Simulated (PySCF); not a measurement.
Predicted microwave data (PySCF 2.14.0, PBE0-D3(BJ)/def2-SVP geometry optimisation, gas phase) for one isomer of C3H7FSi:

- Rotational constants: A = 8724, B = 2312, C = 2148 MHz
- Dipole components: |μa| = 2.33 D, |μb| = 0.47 D, |μc| = 0.69 D
- Inertial defect: -41.26 u·Å²
- κ: -0.95

Question: Which structure is it? (One computed conformer of each.)
A. `C/C([SiH3])=C\F`
B. `F[C@@H]1C[C@H]1[SiH3]`
C. `[F:1][CH:2]1[CH2:3][SiH2:4][CH2:5]1` with F1–C2–C3–Si4 -147°, C2–C3–Si4–C5 19°, C3–Si4–C5–C2 -19°, F1–C2–C5–Si4 147°
D. `C[Si@@H]1C[C@H]1F`
E. `[CH2:1]=[CH:2][SiH2:3][CH2:4][F:5]` with C1–C2–Si3–C4 123°, C2–Si3–C4–F5 60°

Answer: D. It is C[Si@@H]1C[C@H]1F, a near-prolate asymmetric top, point group C1. The candidates at the same level (rigid rotor, commonest isotopes):

```
               SMILES  A (MHz)  B (MHz)  C (MHz)  μa (D)  μb (D)  μc (D)  Δ (u·Å²)  point group                        rotor
F[C@@H]1C[C@H]1[SiH3]     9508     2101     1898    0.63    0.79    0.24    -27.54           C1  near-prolate asymmetric top
         FC1C[SiH2]C1     8819     2823     2346    1.40    0.00    0.30    -20.93           Cs               asymmetric top
      C/C([SiH3])=C\F     7022     2292     1783    0.47    0.07    0.01     -9.03      near Cs               asymmetric top
    C[Si@@H]1C[C@H]1F     8724     2312     2148    2.33    0.47    0.69    -41.26           C1  near-prolate asymmetric top
          C=C[SiH2]CF     7693     2041     1786    0.91    0.65    1.04    -30.31           C1  near-prolate asymmetric top
```

`F[C@@H]1C[C@H]1[SiH3]` has C 12 % too low; `C/C([SiH3])=C\F` has A 20 % too low; `C=C[SiH2]CF` has C 17 % too low; `FC1C[SiH2]C1` has B 22 % too high. No structure here is proved a minimum.
